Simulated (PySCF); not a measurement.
# Electronic absorption of C9H7NS

Species: C9H7NS.
SMILES: `C1=CC=C(C2=CC=CS2)N=C1`

Theory: PySCF, TDDFT wB97X-D/def2-SVPD, vertical, gas phase, core orbitals frozen in the response. Isolated species at its PBE0-D3(BJ)/def2-SVP geometry (one conformer only). Torsions of this conformer, `[cH:1]1[cH:2][cH:3][c:4](-[c:5]2[cH:6][cH:7][cH:8][s:9]2)[n:10][cH:11]1`: C3–C4–C5–C6 180°.

Question: Predict the UV-vis stick spectrum at this level.

Answer: 

| state | E (eV) | E (hartree) | f | \|μ\| (D) | symmetry | main configurations (H = HOMO, L = LUMO) |
| --- | --- | --- | --- | --- | --- | --- |
| S1 | 4.47 | 0.1643 | 0.456 | 5.19 | A′ | H→L (94%) |
| S2 | 4.81 | 0.1768 | 0.0017 | 0.31 | – | H-2→L (85%), H-2→L+1 (11%) |
| S3 | 5.04 | 0.1851 | 0.020 | 1.03 | A′ | H→L+1 (77%), H-3→L (10%) |
| S4 | 5.28 | 0.1939 | 0.0013 | 0.26 | – | H-2→L+1 (84%), H-2→L (8%) |
| S5 | 5.34 | 0.1961 | 0.054 | 1.63 | A′ | H-1→L (85%) |
| S6 | 6.10 | 0.2243 | 0.0009 | 0.20 | – | H→L+2 (51%), H→L+4 (16%), H→L+6 (13%) |
| S7 | 6.22 | 0.2287 | 0.020 | 0.93 | A′ | H-3→L (59%), H→L+1 (15%) |
| S8 | 6.38 | 0.2346 | 0.037 | 1.24 | A′ | H→L+3 (50%), H-4→L (18%), H-3→L+1 (14%) |
| S9 | 6.54 | 0.2405 | 0.0007 | 0.17 | – | H-1→L+2 (54%), H-1→L+6 (15%), H-1→L+4 (11%) |
| S10 | 6.61 | 0.2429 | 0.0004 | 0.13 | – | H→L+4 (45%), H→L+5 (27%), H→L+2 (17%) |

Triplets, Tamm–Dancoff:

```
state  E (eV)  λ (nm)  main configurations (H = HOMO, L = LUMO)
   T1    3.05   406.7                                 H→L (88%)
   T2    4.22   293.8   H→L+1 (49%), H-1→L (29%), H-3→L+1 (10%)
   T3    4.28   289.9                H-2→L (58%), H-2→L+1 (37%)
   T4    4.28   289.6   H-1→L (51%), H→L+1 (24%), H-3→L+1 (10%)
```

The lowest singlet comes at 277 nm (431 kJ/mol) in the ultraviolet; it is strong; its leading configuration is HOMO→LUMO (94%). The lowest level is also the most intense of those listed (f = 0.456). Löwdin shares by element: HOMO carbon 57% or more (atoms not listed hold the other 43%); LUMO carbon 35% or more, sulfur 10% (atoms not listed hold the other 55%). The listed states span 2.14 eV, and the widest gap between neighbours is 0.77 eV (S5 to S6). Orbital energies (eV): HOMO-3 -10.03, HOMO-2 -9.47, HOMO-1 -9.12, HOMO -8.08, LUMO 0.10, LUMO+1 0.91, LUMO+2 2.11. Weighted by f, the mean energy of these states is 4.76 eV. Symmetry labels in Cs follow from the direction of the transition dipole and are given only for states with f of 0.002 or more. Only the lowest 10 singlets were computed, as vertical energies without vibronic structure.
